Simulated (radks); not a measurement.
Species: Hg I. Configuration: [Hg]. Method: scalar-relativistic Kohn-Sham, SCAN, spin-polarised, spherical densities, finite nucleus; meta-GGA in the generalised Kohn-Sham scheme; Fermi nuclear charge, rms radius 5.4648 fm; computed with a radial shooting solver on a logarithmic mesh with Libxc functionals. Some entries of the table are withheld. Estimate them.

| orbital | occ. | eigenvalue (eV) | <r> (bohr) |
|---|---|---|---|
| 1s | 2 | -83236.63 | (1) |
| 2s | 2 | -14781.67 | 0.06990 |
| 2p | 6 | (2) | 0.06328 |
| 3s | 2 | -3520.766 | 0.1805 |
| 3p | 6 | (3) | 0.1821 |
| 3d | 10 | -2304.609 | 0.1651 |
| 4s | 2 | (4) | 0.3991 |
| 4p | 6 | -585.7442 | 0.4250 |
| 4d | 10 | -353.4825 | 0.4488 |
| 5s | 2 | -120.4899 | 0.9034 |
| 4f | 14 | -97.0517 | 0.4826 |
| 5p | 6 | -68.2176 | 1.039 |
| 5d | 10 | -10.1546 | 1.499 |
| 6s | 2 | -7.3389 | (5) |

Answer. 
(1) 1s <r> (bohr): 0.01659
(2) 2p eigenvalue (eV): -12745.31
(3) 3p eigenvalue (eV): -2929.066
(4) 4s eigenvalue (eV): -780.6095
(5) 6s <r> (bohr): 2.655
